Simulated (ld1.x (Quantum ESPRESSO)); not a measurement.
Building the RRKJ potential for zirconium (Zr) (PBE, scalar-relativistic).

- Element: Zr (Z = 40)
- Generator: ld1.x (Quantum ESPRESSO) 7.5
- Type: norm-conserving RRKJ (Kleinman–Bylander form)
- Functional: PBE
- Relativity: scalar-relativistic
- Frozen core: [Ar] 3d10
- Valence charge: 12
- Reference configuration: 4s2 4p6 4d2 5s1 5p0 (charge +1)
- Partial waves: 4p (bound): rc 1.85 bohr; 4d (bound): rc 2.85 bohr; 4s (bound): rc 1.70 bohr
- Local potential: the s channel
- Core correction: none

Occupied shells without a wave of their own: 5s. They enter only through the test configuration that unscreens the potential.

All-electron outer shells of the reference configuration (PBE, scalar-relativistic, ld1.x):

```
shell  level (eV)  outermost node (bohr)  outermost maximum (bohr)
   3d     -181.39                      –                      0.35
   4s      -61.18                   0.55                      1.08
   4p      -39.14                   0.56                      1.17
   4d       -9.98                   0.58                      1.59
   5s       -9.94                   1.46                      3.00
   5p       -6.26                   1.68                      3.71
```

**Question.** Estimate the cutoffs (Ry, on a coarse ladder) from which the occupation-weighted sum of valence levels, in a spherical-Bessel basis at the reference potential, stays within 10 and 1 mRy of its value at 400 Ry.

**Answer.** 45 Ry and 70 Ry.

**Question.** Does the potential have ghost states?

**Answer.** No extra level below or beside the all-electron valence levels (p, d, s, f tested).

**Question.** Which valence shell sets the plane-wave cutoff?

**Answer.** 4s: its level needs 55 Ry to come within 1 mRy, against 35 Ry for 5s.

**Question.** Tests: 4s2 4p6 4d2 5s2 5p0; 4s2 4p6 4d2 5s0 5p0; 4s2 4p6 4d1 5s0 5p0; 4s2 4p6 4d1 5s2 5p1; 4s2 4p6 4d3 5s0 5p0; 4s2 4p6 4d2 5s0 5p2; 4s2 4p6 4d2.5 5s1.5 5p0. Which has the largest error in its energy relative to the reference configuration, and how large is it?

**Answer.** 4s2 4p6 4d1 5s0 5p0, with -1003 meV (all-electron minus pseudo) on +35.57 eV.
